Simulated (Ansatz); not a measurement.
Basis-set extrapolation for `BC(N)=O` (PBE0-D4/def2-TZVP geometry, frozen core, Ansatz 0.2.0). Multiplicity 1, RHF reference.

```tsv
	def2-TZVPP	def2-QZVPP
HF	-194.257833	-194.266716
MP2 correlation	-0.704423	-0.754532
CCSD(T) correlation	-0.755599	not run
```

Energies in hartree. Use E(X) = E(∞) + A·exp(−7.88·√X) for Hartree–Fock and E(X) = E(∞) + B·X^(−2.97) for correlation, with X = 3 and 4, and add CCSD(T) minus MP2 of the smaller set to the MP2 limit.

**Question.** What is the CCSD(T) energy at the basis-set limit?

**Answer.** HF limit: -194.266716 + (-0.008883) × 0.13774 = -194.26794. MP2 limit: -0.754532 + (-0.050109) × 0.74074 = -0.79165. Higher-order term: -0.755599 − (-0.704423) = -0.05118. Total: -195.11077 hartree, 2.65 eV below CCSD(T)/def2-TZVPP.
